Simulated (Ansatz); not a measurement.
CH4BFO, SMILES `CB(O)F`, relaxed with RKS PBE0-D4/def2-TZVP in Ansatz from a PBE-D4/def2-SVP geometry. The force threshold is 0.005 eV/Å; the program also tests the step.

Charge 0, multiplicity 1.

Start:

```xyz
8

C    -0.631   -0.745   -0.316
B     0.428    0.360    0.028
O     0.343    1.110    1.162
F     1.462    0.598   -0.815
H    -0.132   -1.716   -0.511
H    -1.381   -0.881    0.486
H    -1.163   -0.479   -1.254
H     1.075    1.753    1.219
```

(1) How much energy does the relaxation release, and in how many steps? (An estimate is asked.)

(2) Which bonds change most? (Best estimate.)

(3) Give the relaxed structure. (An estimate is asked.)

## Answers

(1) Computed: 2.51 kJ/mol, in 7 steps.

(2) The calculation gave: C1–H7 from 1.111 to 1.094 Å; C1–H6 from 1.106 to 1.090 Å; C1–H5 from 1.110 to 1.094 Å; O3–H8 from 0.976 to 0.962 Å.

(3) Computed: 
```xyz
8

C    -0.630   -0.738   -0.317
B     0.419    0.364    0.021
O     0.363    1.085    1.164
F     1.418    0.622   -0.838
H    -0.132   -1.702   -0.464
H    -1.384   -0.850    0.461
H    -1.131   -0.507   -1.262
H     1.076    1.727    1.235
```
